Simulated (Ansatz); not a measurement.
**Molecular dynamics of BClH₃NO**

Input file:

```yaml
crystal:
  periodic: [false, false, false]
  atoms:
    - { symbol: B, position_ang: [-0.033406, -0.170966, 0.072884] }
    - { symbol: Cl, position_ang: [-0.216177, -0.235599, 1.843968] }
    - { symbol: O, position_ang: [1.23289, -0.222788, -0.402547] }
    - { symbol: H, position_ang: [1.289607, -0.185836, -1.355964] }
    - { symbol: "N", position_ang: [-1.187974, -0.070953, -0.708579] }
    - { symbol: H, position_ang: [-2.100654, -0.037216, -0.300848] }
    - { symbol: H, position_ang: [-1.187185, -0.028541, -1.708814] }
basis:
  gaussian: { orbitals: "6-31G*" }
hamiltonian:
  xc: { name: BHLYP }
md:
  timestep: 0.5
  n_steps: 250
  ensemble: nvt_nose_hoover
  temperature: 300.0
  initial_velocities: maxwell_boltzmann
  seed: 168706
```

Command:

```bash
$ ansatz run input.yaml --threads 1 --pin off --max-ram 2048MiB --backend cpu --events-out ev --progress --plain --runs-dir out
```

It starts from a relaxed structure.

Output, in part (one step line in 5, the closing report, with atoms numbered from 0):

```
md step     0: t =     0.00 fs  T =   300.0 K  F+E_penalty+E_count = -16785.79305270 eV  E_kin = 0.193890 eV  conserved = -16785.59916270 eV  (24 SCF iters)
md step     5: t =     2.50 fs  T =   218.2 K  F+E_penalty+E_count = -16785.73949876 eV  E_kin = 0.141037 eV  conserved = -16785.59846778 eV  (32 SCF iters)
md step    10: t =     5.00 fs  T =   156.2 K  F+E_penalty+E_count = -16785.69955343 eV  E_kin = 0.100934 eV  conserved = -16785.59866771 eV  (32 SCF iters)
md step    15: t =     7.50 fs  T =   152.9 K  F+E_penalty+E_count = -16785.69731508 eV  E_kin = 0.098844 eV  conserved = -16785.59860383 eV  (25 SCF iters)
md step    20: t =    10.00 fs  T =   173.6 K  F+E_penalty+E_count = -16785.71057573 eV  E_kin = 0.112179 eV  conserved = -16785.59870774 eV  (32 SCF iters)
md step    25: t =    12.50 fs  T =   141.6 K  F+E_penalty+E_count = -16785.68986141 eV  E_kin = 0.091494 eV  conserved = -16785.59888646 eV  (25 SCF iters)
md step    30: t =    15.00 fs  T =    65.2 K  F+E_penalty+E_count = -16785.63972349 eV  E_kin = 0.042160 eV  conserved = -16785.59826741 eV  (24 SCF iters)
md step    35: t =    17.50 fs  T =    95.3 K  F+E_penalty+E_count = -16785.65961400 eV  E_kin = 0.061586 eV  conserved = -16785.59891651 eV  (25 SCF iters)
md step    40: t =    20.00 fs  T =    93.3 K  F+E_penalty+E_count = -16785.65764385 eV  E_kin = 0.060305 eV  conserved = -16785.59849898 eV  (24 SCF iters)
md step    45: t =    22.50 fs  T =   103.5 K  F+E_penalty+E_count = -16785.66412982 eV  E_kin = 0.066884 eV  conserved = -16785.59879067 eV  (25 SCF iters)
md step    50: t =    25.00 fs  T =    86.5 K  F+E_penalty+E_count = -16785.65261892 eV  E_kin = 0.055931 eV  conserved = -16785.59857622 eV  (24 SCF iters)
md step    55: t =    27.50 fs  T =   106.5 K  F+E_penalty+E_count = -16785.66494349 eV  E_kin = 0.068851 eV  conserved = -16785.59846703 eV  (25 SCF iters)
md step    60: t =    30.00 fs  T =   179.4 K  F+E_penalty+E_count = -16785.71179425 eV  E_kin = 0.115969 eV  conserved = -16785.59890664 eV  (32 SCF iters)
md step    65: t =    32.50 fs  T =   200.7 K  F+E_penalty+E_count = -16785.72396015 eV  E_kin = 0.129704 eV  conserved = -16785.59844354 eV  (25 SCF iters)
md step    70: t =    35.00 fs  T =   227.7 K  F+E_penalty+E_count = -16785.74067472 eV  E_kin = 0.147165 eV  conserved = -16785.59899330 eV  (31 SCF iters)
md step    75: t =    37.50 fs  T =   177.4 K  F+E_penalty+E_count = -16785.70638271 eV  E_kin = 0.114641 eV  conserved = -16785.59844309 eV  (25 SCF iters)
md step    80: t =    40.00 fs  T =   178.7 K  F+E_penalty+E_count = -16785.70622739 eV  E_kin = 0.115477 eV  conserved = -16785.59865521 eV  (32 SCF iters)
md step    85: t =    42.50 fs  T =   200.2 K  F+E_penalty+E_count = -16785.71894750 eV  E_kin = 0.129395 eV  conserved = -16785.59869077 eV  (31 SCF iters)
md step    90: t =    45.00 fs  T =   209.8 K  F+E_penalty+E_count = -16785.72338365 eV  E_kin = 0.135573 eV  conserved = -16785.59852087 eV  (31 SCF iters)
md step    95: t =    47.50 fs  T =   212.9 K  F+E_penalty+E_count = -16785.72428998 eV  E_kin = 0.137626 eV  conserved = -16785.59895501 eV  (32 SCF iters)
md step   100: t =    50.00 fs  T =   139.0 K  F+E_penalty+E_count = -16785.67445031 eV  E_kin = 0.089851 eV  conserved = -16785.59829864 eV  (25 SCF iters)
md step   105: t =    52.50 fs  T =   134.8 K  F+E_penalty+E_count = -16785.67109187 eV  E_kin = 0.087128 eV  conserved = -16785.59880453 eV  (32 SCF iters)
md step   110: t =    55.00 fs  T =   135.9 K  F+E_penalty+E_count = -16785.67045126 eV  E_kin = 0.087862 eV  conserved = -16785.59854042 eV  (25 SCF iters)
md step   115: t =    57.50 fs  T =   150.9 K  F+E_penalty+E_count = -16785.67878831 eV  E_kin = 0.097539 eV  conserved = -16785.59867976 eV  (25 SCF iters)
md step   120: t =    60.00 fs  T =   129.8 K  F+E_penalty+E_count = -16785.66385082 eV  E_kin = 0.083891 eV  conserved = -16785.59869898 eV  (24 SCF iters)
md step   125: t =    62.50 fs  T =   105.4 K  F+E_penalty+E_count = -16785.64633281 eV  E_kin = 0.068104 eV  conserved = -16785.59823667 eV  (23 SCF iters)
md step   130: t =    65.00 fs  T =   178.9 K  F+E_penalty+E_count = -16785.69311273 eV  E_kin = 0.115641 eV  conserved = -16785.59899714 eV  (32 SCF iters)
md step   135: t =    67.50 fs  T =   156.2 K  F+E_penalty+E_count = -16785.67583832 eV  E_kin = 0.100950 eV  conserved = -16785.59841629 eV  (25 SCF iters)
md step   140: t =    70.00 fs  T =   123.0 K  F+E_penalty+E_count = -16785.65300390 eV  E_kin = 0.079468 eV  conserved = -16785.59883028 eV  (32 SCF iters)
md step   145: t =    72.50 fs  T =    78.0 K  F+E_penalty+E_count = -16785.62238047 eV  E_kin = 0.050402 eV  conserved = -16785.59830334 eV  (25 SCF iters)
md step   150: t =    75.00 fs  T =   157.0 K  F+E_penalty+E_count = -16785.67201503 eV  E_kin = 0.101466 eV  conserved = -16785.59850738 eV  (24 SCF iters)
md step   155: t =    77.50 fs  T =   256.2 K  F+E_penalty+E_count = -16785.73382957 eV  E_kin = 0.165571 eV  conserved = -16785.59896573 eV  (32 SCF iters)
md step   160: t =    80.00 fs  T =   220.3 K  F+E_penalty+E_count = -16785.70644771 eV  E_kin = 0.142377 eV  conserved = -16785.59833073 eV  (32 SCF iters)
md step   165: t =    82.50 fs  T =   194.2 K  F+E_penalty+E_count = -16785.68711216 eV  E_kin = 0.125485 eV  conserved = -16785.59875069 eV  (32 SCF iters)
md step   170: t =    85.00 fs  T =   174.8 K  F+E_penalty+E_count = -16785.67151533 eV  E_kin = 0.113003 eV  conserved = -16785.59819218 eV  (25 SCF iters)
md step   175: t =    87.50 fs  T =   243.1 K  F+E_penalty+E_count = -16785.71314749 eV  E_kin = 0.157138 eV  conserved = -16785.59891293 eV  (31 SCF iters)
md step   180: t =    90.00 fs  T =   222.4 K  F+E_penalty+E_count = -16785.69591008 eV  E_kin = 0.143716 eV  conserved = -16785.59849211 eV  (32 SCF iters)
md step   185: t =    92.50 fs  T =   205.2 K  F+E_penalty+E_count = -16785.68126250 eV  E_kin = 0.132593 eV  conserved = -16785.59837552 eV  (26 SCF iters)
md step   190: t =    95.00 fs  T =   232.3 K  F+E_penalty+E_count = -16785.69602426 eV  E_kin = 0.150161 eV  conserved = -16785.59874768 eV  (32 SCF iters)
md step   195: t =    97.50 fs  T =   219.3 K  F+E_penalty+E_count = -16785.68342928 eV  E_kin = 0.141719 eV  conserved = -16785.59825329 eV  (32 SCF iters)
md step   200: t =   100.00 fs  T =   222.1 K  F+E_penalty+E_count = -16785.68239609 eV  E_kin = 0.143540 eV  conserved = -16785.59890173 eV  (32 SCF iters)
md step   205: t =   102.50 fs  T =   132.3 K  F+E_penalty+E_count = -16785.62093085 eV  E_kin = 0.085525 eV  conserved = -16785.59819217 eV  (25 SCF iters)
md step   210: t =   105.00 fs  T =   106.7 K  F+E_penalty+E_count = -16785.60270557 eV  E_kin = 0.068929 eV  conserved = -16785.59857663 eV  (25 SCF iters)
md step   215: t =   107.50 fs  T =   120.1 K  F+E_penalty+E_count = -16785.60972904 eV  E_kin = 0.077621 eV  conserved = -16785.59844594 eV  (25 SCF iters)
md step   220: t =   110.00 fs  T =   180.0 K  F+E_penalty+E_count = -16785.64566863 eV  E_kin = 0.116337 eV  conserved = -16785.59837460 eV  (32 SCF iters)
md step   225: t =   112.50 fs  T =   242.8 K  F+E_penalty+E_count = -16785.68333162 eV  E_kin = 0.156914 eV  conserved = -16785.59889154 eV  (31 SCF iters)
md step   230: t =   115.00 fs  T =   191.1 K  F+E_penalty+E_count = -16785.64532643 eV  E_kin = 0.123494 eV  conserved = -16785.59807173 eV  (24 SCF iters)
md step   235: t =   117.50 fs  T =   184.0 K  F+E_penalty+E_count = -16785.63827713 eV  E_kin = 0.118928 eV  conserved = -16785.59871067 eV  (32 SCF iters)
md step   240: t =   120.00 fs  T =   159.2 K  F+E_penalty+E_count = -16785.61894050 eV  E_kin = 0.102896 eV  conserved = -16785.59800655 eV  (24 SCF iters)
md step   245: t =   122.50 fs  T =   262.8 K  F+E_penalty+E_count = -16785.68298503 eV  E_kin = 0.169852 eV  conserved = -16785.59868952 eV  (32 SCF iters)
md step   250: t =   125.00 fs  T =   309.0 K  F+E_penalty+E_count = -16785.70831834 eV  E_kin = 0.199695 eV  conserved = -16785.59864831 eV  (25 SCF iters)
Total energy: -16785.70844652 eV, -616.8634076477 hartree
Atom 0 at    -0.020392    -0.183962     0.079335 Å, force    -1.051065     0.217053    -0.298075 eV/Å
Atom 1 at    -0.214923    -0.233206     1.847294 Å, force    -0.012488    -0.072238    -0.027992 eV/Å
Atom 2 at     1.237241    -0.215614    -0.399182 Å, force    -0.106808    -0.040289    -0.319198 eV/Å
Atom 3 at     1.199481    -0.181792    -1.355384 Å, force     0.335907    -0.039272    -0.040892 eV/Å
Atom 4 at    -1.201854    -0.104571    -0.727536 Å, force     1.382954     0.305635    -0.472505 eV/Å
Atom 5 at    -2.057276     0.117995    -0.292324 Å, force    -0.759886     0.024964     0.474316 eV/Å
Atom 6 at    -1.200308     0.220697    -1.694066 Å, force     0.211386    -0.395853     0.684345 eV/Å
Dipole moment:    -0.293801     0.202034    -0.780432 e Å
```

All steps were run. The conserved energy stayed within 0.18 meV per atom of its start (net change 0.074 meV per atom), so the integration is sound. The mean temperature of the second half is 38 % below the set value. A run of 0.12 ps of so small a system gives no equilibrium averages.

The same pairs are bonded in the first frame and the last. Pairs count as bonded within 1.25 times the sum of covalent radii (0.12 Å more for H–H).

Last frame:

```xyz
7
Properties=species:S:1:pos:R:3
B -0.020 -0.184 0.079
Cl -0.215 -0.233 1.847
O 1.237 -0.216 -0.399
H 1.200 -0.182 -1.355
N -1.202 -0.105 -0.728
H -2.057 0.118 -0.292
H -1.200 0.221 -1.694
```

Time of the run: 10 min on 1 thread of Arm Neoverse V1, on a shared host, peak memory 0.13 GiB.
